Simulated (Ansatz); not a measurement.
Reaction (redistribution): `C=C[SiH](N)OC` + `[F][In]([F])[I]` → `C=C[Si](N)(F)OC` + `[F][InH][I]`

Isolated molecules relaxed with PBE0-D4/def2-TZVP in Ansatz; ΔE leaves out vibrations. CBS: MP2 limit from def2 TZ/QZ plus the TZ coupled-cluster correction, frozen cores. DFT in def2-TZVPP. B3LYP here is the variant with VWN-RPA as its local correlation; programs differ in this. Elements past krypton have def2 core potentials. For I, In outer-core shells are correlated without core-valence functions, which leaves a few kJ/mol of doubt a bond. One conformer a species, not always the lowest.

```
             level  ΔE (kcal/mol)  difference from CCSD(T)/CBS
           PBE0-D4          -29.8                         -0.6
           ωB97X-V          -29.2                          0.0
              PBE0          -29.6                         -0.4
             B3LYP          -29.2                          0.0
     HF/def2-TZVPP          -32.1                         -2.9
    MP2/def2-TZVPP          -30.0                         -0.8
CCSD(T)/def2-TZVPP          -30.3                         -1.1
SCS-MP2/def2-QZVPP          -28.7                          0.5
      HF/CBS(def2)          -31.7                         -2.5
    CCSD/CBS(def2)          -30.0                         -0.8
       CCSD(T)/CBS          -29.2                            0
```

Largest T1 diagnostic among the species: 0.015.

From PBE to PBE0 (25 % exact exchange), in def2-TZVPP and without D4, ΔE moves by −2.5 kcal/mol. In def2-TZVPP, CCSD(T) changes the Hartree–Fock value by +1.8 kcal/mol (the triples alone add +0.8 kcal/mol) and MP2 by +2.2 kcal/mol.
